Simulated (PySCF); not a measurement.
PySCF input file for Si(AsH2)(F)3 (AsF3H2Si), SMILES F[Si](F)(F)[AsH2], C-PCM-M06-2X/def2-SVP. Coordinates come from a B3LYP-D3(BJ)/def2-SVP optimisation.

```python
import numpy as np
from pyscf import gto, scf, dft
from pyscf.solvent import pcm

mol = gto.M(
    atom='''
    F    -1.44591468   -0.75565346    1.29692532
    Si   -0.86768432    0.00222916   -0.00000000
    F    -1.44591468   -0.75565368   -1.29692519
    F    -1.51099276    1.47801197   -0.00000013
    As    1.47744538   -0.05292572    0.00000000
    H     1.50864092    1.00749841   -1.10223550
    H     1.50864092    1.00749861    1.10223531
    ''',
    basis='def2-SVP',
    charge=0,
    spin=0,
    max_memory=1600,
    verbose=3,
)
mf = dft.RKS(mol, xc='m06-2x').density_fit(auxbasis='def2-universal-jkfit')
mf.grids.level = 4
mf.conv_tol = 1e-9
mf.max_cycle = 100
mf.kernel()
res = {}
for name, eps in {'water': 78.355, 'benzene': 2.2706, 'diethylether': 4.24}.items():
    s = mf.PCM()
    s.with_solvent.method, s.with_solvent.eps, s.with_solvent.lebedev_order = 'C-PCM', eps, 29
    s.kernel(mf.make_rdm1())
    res[name] = (s.e_tot, eps, s.dip_moment(), s.mo_energy, s.converged)
    print(f'{name}: electrostatic solvation free energy {(s.e_tot - mf.e_tot) * 627.509474:.3f} kcal/mol')
```

It prints:

```
converged SCF energy = -2825.5824674635

WARN: PCM is an experimental feature. It is still in testing.
Features and APIs may be changed in the future.

converged SCF energy = -2825.58822096582
Dipole moment(X, Y, Z, Debye):  2.42338,  0.88138, -0.00000
water: electrostatic solvation free energy -3.610 kcal/mol

WARN: PCM is an experimental feature. It is still in testing.
Features and APIs may be changed in the future.

converged SCF energy = -2825.58558395133
Dipole moment(X, Y, Z, Debye):  2.21362,  0.73872, -0.00000
benzene: electrostatic solvation free energy -1.956 kcal/mol

WARN: PCM is an experimental feature. It is still in testing.
Features and APIs may be changed in the future.

converged SCF energy = -2825.58681353674
Dipole moment(X, Y, Z, Debye):  2.30897,  0.80134, -0.00000
diethylether: electrostatic solvation free energy -2.727 kcal/mol
```

Self-consistency was reached.
